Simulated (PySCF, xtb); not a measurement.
Ge(H)3(tBu) (C₄H₁₂Ge), SMILES C[C](C)(C)[GeH3].

xtb 6.7.1 with GFN2-xTB at its own geometry gives an orbital gap of 7.28 eV and a dipole moment of 1.04 D.

The structure is a stationary point at PBE0-D3(BJ)/def2-SVP. The isomer is the one that the SMILES or the coordinates give; other isomers of the formula were not compared.

**Question.** What does ωB97X/def2-TZVP in PySCF give? (Estimate from the structure and the level; the computed values follow.)

**Answer.** gap 12.44 eV (levels -9.97 and 2.48 eV), dipole 0.78 D.
